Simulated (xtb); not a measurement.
Input for xtb:
```
$ xtb mol.xyz --gfn 1 --chrg -1 --uhf 1 --alpb water --json

# file mol.xyz
8

O      0.65738853     0.78994277     1.57170001
P      0.05538012    -0.13965985     0.15998664
O      1.30239840    -0.33548730    -0.63760686
O     -1.18992861    -1.28382886    -0.80885675
O     -0.81182172     1.16052664    -0.36088528
H      1.59934532     0.73366670     1.43279398
H     -0.64615389    -2.04297136    -1.00115575
H     -1.44818583     0.75497630    -0.94624700
```

What does this run give for the total energy, partial charges in atom order?


```
Quantity                                                                                           Result
-----------------------------  --------------------------------------------------------------------------
total energy                                                                                  -23.5129 Eh
partial charges in atom order  O1 -0.64, P2 0.45, O3 -0.59, O4 -0.71, O5 -0.56, H6 0.35, H7 0.33, H8 0.37
```
